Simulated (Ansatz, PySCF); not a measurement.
Torsion H3–Al1–S2–H5 in AlH3S (SMILES [AlH2][SH]); at each angle all else is relaxed with GFN2-xTB, and the levels are single points there.
Geometry at 0° (charge 0, multiplicity 1):
```xyz
5

Al    -0.5996    -0.0418     0.0704
S      1.4966    -0.5348     0.4224
H     -1.5791    -1.2025    -0.1824
H     -1.1810     1.3801     0.0542
H      1.1834    -1.8251     0.2833
```

On the grid 0° to 330°, 270° is the highest and 0° the lowest point at wB97M-V/def2-TZVPP.

Frozen-core correlation. CBS(a, b) extrapolates the correlation energy as X⁻³ and adds the Hartree–Fock energy of set b.

Codes used: Ansatz (Gaussian orbitals); PySCF for the dispersion terms. 

PBE/def2-TZVPP gives 29.9 kJ/mol for the energy at 270° less that at 0°.

### Question
Where do these levels fall relative to PBE: PBE-D3(BJ)/def2-TZVPP, r2SCAN/def2-TZVPP, B3LYP/def2-TZVPP, wB97M-V/def2-TZVPP, MP2/CBS(cc-pV(T+d)Z, cc-pV(Q+d)Z), CCSD(T)/cc-pV(T+d)Z.

### Answer
PBE-D3(BJ)/def2-TZVPP 0.1; r2SCAN/def2-TZVPP -0.3; B3LYP/def2-TZVPP -1.6; wB97M-V/def2-TZVPP -2.2; MP2/CBS(cc-pV(T+d)Z, cc-pV(Q+d)Z) -3.2; CCSD(T)/cc-pV(T+d)Z -1.7 kJ/mol. 1 of 6 lie above PBE; the widest gap is to MP2/CBS(cc-pV(T+d)Z, cc-pV(Q+d)Z).

Ansatz is an electronic-structure program.
